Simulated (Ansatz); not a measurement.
Basis-set extrapolation for C₂H₇BSi (`BC1C[SiH2]1`) (PBE0-D4/def2-TZVP geometry, frozen core, the Gaussian-basis code of Ansatz). Multiplicity 1, RHF reference.

```
                      def2-TZVPP   def2-QZVPP
                 HF  -393.418471  -393.432425
    MP2 correlation    -0.574831    -0.611028
CCSD(T) correlation    -0.646872      not run
```

Energies in hartree. Use E(X) = E(∞) + A·exp(−7.88·√X) for Hartree–Fock and E(X) = E(∞) + B·X^(−2.97) for correlation, with X = 3 and 4, and add CCSD(T) minus MP2 of the smaller set to the MP2 limit.

Question: What is the CCSD(T) energy at the basis-set limit?

Answer: HF limit: -393.432425 + (-0.013954) × 0.13774 = -393.43435. MP2 limit: -0.611028 + (-0.036197) × 0.74074 = -0.63784. Higher-order term: -0.646872 − (-0.574831) = -0.07204. Total: -394.14423 hartree, 49.5 kcal/mol below CCSD(T)/def2-TZVPP.
